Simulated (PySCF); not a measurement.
A side-by-side comparison of computed properties.

First species: C9H15N.
SMILES: `CC[C@@H](C#N)[C@@H]1CC[C@@H]1C`

Second species: C₂H₁₂N₂OSi₃.
InChI=1S/C2H12N2OSi3/c1-3-2-7-8(5)4-6/h4-5,8H,1-2,7H2,6H3/t8-/m1/s1

Levels: PBE0/pcSseg-1 for HOMO energy, LUMO energy and HOMO–LUMO gap. Geometries: GFN2-xTB. Each species is one conformer at its optimised geometry, gas phase, non-relativistic unless stated; the electronic structure was computed with PySCF and density fitting.

The conformers computed, where there is a choice (atom-mapped SMILES and torsion angles):
- `[CH3:1][CH2:2][C@@H:3]([C:4]#[N:5])[C@@H:6]1[CH2:7][CH2:8][C@@H:9]1[CH3:10]`: C1–C2–C3–C4 66°, C2–C3–C6–C7 -177°

The conformers of `C=NC[SiH2][Si@@H](O)N[SiH3]` aren't listed.

Values for the first species:

* HOMO energy: -8.50 eV
* LUMO energy: 0.74 eV
* HOMO–LUMO gap: 9.24 eV

Estimate the same properties for the second species, and the change in each.

| property | first | second | second less first |
| --- | --- | --- | --- |
| HOMO energy | -8.50 eV | -7.10 eV | +1.40 eV |
| LUMO energy | 0.74 eV | -0.42 eV | -1.16 eV |
| HOMO–LUMO gap | 9.24 eV | 6.68 eV | -2.56 eV |

